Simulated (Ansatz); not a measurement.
Isolated molecules relaxed with PBE0-D4/def2-TZVP in Ansatz; ΔE leaves out vibrations. CBS: MP2 limit from def2 TZ/QZ plus the TZ coupled-cluster correction, frozen cores. This one scheme is used for every species. DFT in def2-TZVPP. B3LYP here is the variant with VWN-RPA as its local correlation; programs differ in this. Elements past krypton have def2 core potentials. For Ge, Te outer-core shells are correlated without core-valence functions, which leaves a few kJ/mol of doubt a bond. Scalar relativity is left out up to krypton. Each species was taken in one conformer, which may not be the lowest.

Reaction (formal hydrolysis of a C–Te bond): `[GeH3][CH2][TeH]` + H₂O → `O[CH2][GeH3]` + H₂Te

`[GeH3][CH2][TeH]`:

Cartesian coordinates in Å:
```
Ge 1.317 0.384 0.086
C -0.426 -0.510 0.095
Te -1.975 0.801 -0.596
H 1.652 0.853 -1.338
H 2.393 -0.605 0.566
H 1.281 1.599 1.025
H -0.668 -0.824 1.109
H -0.393 -1.380 -0.559
H -3.182 -0.319 -0.390
```

H₂O:

```xyz
3

O     0.270    0.198   -0.199
H     0.385   -0.279    0.626
H    -0.655    0.081   -0.428
```

`O[CH2][GeH3]`:

Cartesian coordinates in Å:
```
O 1.087 -1.260 -0.216
C -0.226 -0.743 -0.109
Ge -0.094 1.198 0.185
H 1.034 -2.208 -0.359
H -0.776 -1.187 0.731
H -0.812 -0.919 -1.020
H 0.673 1.482 1.486
H -1.517 1.776 0.297
H 0.631 1.861 -0.996
```

H₂Te:

```xyz
3

Te   -0.139    0.363   -0.673
H     1.040   -0.660   -0.121
H    -0.902    0.297    0.794
```

CCSD(T)/CBS gives +20.1 kcal/mol.

Question: Another level gave +15.8 kcal/mol. Which?
A. CCSD/def2-TZVPP
B. r2SCAN/def2-TZVPP
C. HF/def2-TZVPP
D. B3LYP/def2-TZVPP

Answer: B. r2SCAN 15.8, CCSD/def2-TZVPP 16.9, B3LYP 13.6, HF/def2-TZVPP 12.6 kcal/mol.

Largest T1 diagnostic among the species: 0.011.

In def2-TZVPP, CCSD(T) changes the Hartree–Fock value by +5.2 kcal/mol (the triples alone add +0.9 kcal/mol) and MP2 by +8.6 kcal/mol. The D4 term adds +2.1 kcal/mol with B3LYP and +1.1 kcal/mol with PBE0; it sums over pairs of atoms, weighted by their polarisabilities, and B3LYP, whose exchange is more repulsive, gets the larger term.
